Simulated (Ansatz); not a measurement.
`CSC([SiH3])S` at its PBE0-D4/def2-TZVP geometry, where that method's forces vanish. The species carries charge 0 and has multiplicity 1.

```xyz
13

C    -0.6467   -2.0374    0.3333
S     0.7376   -1.0470    0.9150
C     0.0817    0.6253    0.6562
Si    0.0749    1.1309   -1.1611
S     1.0422    1.8269    1.6025
H    -1.5405   -1.8479    0.9311
H    -0.8603   -1.8650   -0.7219
H    -0.3542   -3.0798    0.4659
H    -0.9229    0.6824    1.0870
H    -0.6553    2.4139   -1.3338
H    -0.5772    0.0936   -2.0053
H     1.4897    1.2870   -1.5832
H     2.1310    1.8169    0.8141
```

Problem. What forces (eV/Å) does B3LYP-D4/def2-TZVPP give on these atoms in Ansatz? (Estimate.)

Solution. Ansatz gave: 
```
C1  -0.224 -0.215 -0.108
S2   0.304 -0.136  0.145
C3  -0.288  0.080 -0.102
Si4 -0.036  0.048 -0.211
S5   0.185  0.225  0.182
H6   0.036 -0.016 -0.047
H7  -0.007 -0.026  0.076
H8  -0.037  0.052 -0.015
H9   0.072 -0.008 -0.040
H10  0.048 -0.084  0.007
H11  0.047  0.073  0.055
H12 -0.103 -0.009  0.025
H13  0.003  0.017  0.032
```

B3LYP here is the variant with VWN-RPA as its local correlation; programs differ in this.
